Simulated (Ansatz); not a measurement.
AlBrFH (`[F][AlH][Br]`), relaxed with RKS PBE0-D4/def2-TZVP in the Gaussian-basis code of Ansatz from a PBE-D4/def2-SVP geometry. The force threshold is 0.005 eV/Å; the program also tests the step.

Charge 0, multiplicity 1.

Start:

```xyz
4

F     0.638    1.323    0.879
Al    0.067   -0.059    0.128
Br   -1.037    0.193   -1.819
H     0.332   -1.457    0.811
```

```
step  energy (eV)  largest force (eV/Å)  largest move (Å)
   1  -79367.7919                 0.674             0.000
   2  -79367.8057                 0.404             0.020
   3  -79367.8111                 0.018             0.012
   4  -79367.8111                 0.008             0.003
   5  -79367.8111                 0.001             0.001
```

End:

```xyz
4

F     0.629    1.308    0.868
Al    0.074   -0.050    0.135
Br   -1.027    0.186   -1.798
H     0.324   -1.444    0.795
```

Hardware: 2 threads of a server CPU on a shared host. Wall time 4.5 s, peak host memory 0.25 GiB.
